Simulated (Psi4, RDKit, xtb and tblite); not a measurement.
Two geometries of SMILES CCC[SiH2]N (C3H11NSi), relaxed at GFN2-xTB with one dihedral held; other torsions can differ between them too.

Structure A

```
16

C      2.3693     0.4734    -0.5828
C      1.2475     0.3062     0.4360
C     -0.0824    -0.0346    -0.2281
Si    -1.4953    -0.2706     1.0228
N     -2.8479     0.5887     0.3840
H      2.5098    -0.4452    -1.1496
H      2.1312     1.2725    -1.2825
H      3.3074     0.7181    -0.0886
H      1.5151    -0.4855     1.1402
H      1.1395     1.2297     1.0083
H      0.0492    -0.9384    -0.8264
H     -0.3356     0.7658    -0.9262
H     -1.2274     0.3781     2.3082
H     -1.6984    -1.7135     1.2534
H     -3.6957     0.6144     0.9269
H     -3.0771     0.4807    -0.5915
```

Structure B

```
16

C      2.3723     0.4833    -0.5813
C      1.2462     0.3092     0.4319
C     -0.0775    -0.0427    -0.2368
Si    -1.4899    -0.2735     1.0100
N     -2.9474    -0.2332     0.0887
H      2.5225    -0.4352    -1.1458
H      2.1321     1.2794    -1.2833
H      3.3060     0.7356    -0.0825
H      1.5172    -0.4779     1.1396
H      1.1285     1.2332     1.0020
H      0.0595    -0.9517    -0.8269
H     -0.3361     0.7478    -0.9438
H     -1.6028     0.8523     1.9399
H     -1.2525    -1.5108     1.7775
H     -3.8238    -0.3069     0.5785
H     -2.9968    -0.7556    -0.7713
```

### Question
Which is lower in energy at the level PBE0-D3(BJ)/def2-TZVP // GFN2-xTB run with Psi4, and by how much?

### Answer
B is lower, by 0.93 kcal/mol (dihedral C2–C3–Si4–N5: 135° in A, 165° in B).

E(B) − E(A) in kcal/mol at the other levels, on the same two geometries: GFN2-xTB (xtb and tblite) -0.60; MMFF94 // GFN2-xTB (RDKit) -1.21; PBE0/def2-TZVP // GFN2-xTB (Psi4) -0.93; PBE/def2-TZVP // GFN2-xTB (Psi4) -0.84; PBE-D3(BJ)/def2-TZVP // GFN2-xTB (Psi4) -0.84.
